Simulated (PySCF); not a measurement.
AlH6P3, SMILES [PH2][Al]([PH2])[PH2].

Geometry: PBE0-D3(BJ)/def2-SVP. The values are those of a single conformer.

All values below come from IEF-PCM-B3LYP/def2-SVP in PySCF.

The values are the electrostatic part of the solvation free energy, E(continuum) − E(gas) at the gas-phase geometry, in a cavity of scaled van der Waals radii (PySCF's table); cavitation and dispersion terms are not included. A continuum can't describe solvent molecules that bind to the metal. In vacuum the orbital gap is 5.20 eV. The dipole moment in vacuum is 0.71 D.

```csv
solvent,ε,ΔG(elec) (kcal/mol),dipole (D),gap (eV)
water,78.36,-5.6,1.04,5.53
diethylether,4.24,-3.6,0.90,5.41
2-propanol,19.26,-5.2,1.01,5.50
```
